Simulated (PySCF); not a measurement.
Structure with atom numbers: `[CH:1]#[C:2]/[C:3](=[CH:4]\[C:5]#[N:6])[O:7][CH3:8]` (H(Xn): hydrogen on atom n).

A single conformation, isolated molecule, averaged over atoms made equivalent by symmetry, fast rotation or ring inversion, non-relativistic Hamiltonian. GIAO PBE0/pcSseg-1 shieldings; coordinates at the GFN2-xTB level; PySCF 2.14.

Referencing at the same level of theory: TMS for ¹³C.

Task: Do the ¹³C shifts follow the atomic charges (in e)? Tabulate both.

Result: 
```csv
atoms,hybridisation,δ (ppm),σ para (ppm),Hirshfeld,IAO,Mulliken,ESP-fitted
C3,sp2,163.3,-225,+0.11,+0.23,+0.23,+0.57
C5,sp,121.2,-193,+0.06,+0.14,+0.09,+0.60
C1,sp,103.0,-176,-0.05,-0.17,-0.28,-0.32
C4,sp2,93.0,-158,-0.06,-0.25,-0.14,-0.74
C2,sp,77.8,-149,-0.04,-0.07,+0.24,-0.09
C8,sp3,58.5,-116,-0.03,-0.21,-0.03,-0.15
```

Correlation coefficients of δ with charge over these carbons: Hirshfeld +0.83, IAO +0.83, Mulliken +0.32, ESP-fitted +0.65; with the paramagnetic shielding -0.99. With so few points, grouped by hybridisation, these coefficients are fragile. Charge is one influence among several: hybridisation and low-lying excitations act through the paramagnetic term.

Shifts are as computed. Against solution values, carbons near 30 ppm lie about +3 ppm off and those near 130 ppm about +5 ppm. Of 1211 compounds with measured shifts, 218 miss one by over three times the rms of a fit or turn the order of signals round; such compounds aren't used in these exercises.
